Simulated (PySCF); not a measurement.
Vertical excitations of a molecule C4H4F2 from TDDFT-CAM-B3LYP/def2-SVPD run with PySCF, as energy in eV (oscillator strength): 5.81 (0.671), 6.46 (0.000), 6.83 (0.030), 7.24 (0.002), 7.58 (0.000), 7.94 (0.000), 8.17 (0.000), 8.18 (0.002), 8.49 (0.000), 8.63 (0.001). Lowest triplet (TDA): 3.11 eV. The structure is a stationary point at PBE0-D3(BJ)/def2-SVP. Other conformers were not sampled.

**Question.** Which structure fits?
A. C=C(F)C(=C)F
B. C=C/C(F)=C/F
C. F/C=C\C=C/F
D. CC(F)=C=CF

**Answer.** C, F/C=C\C=C/F
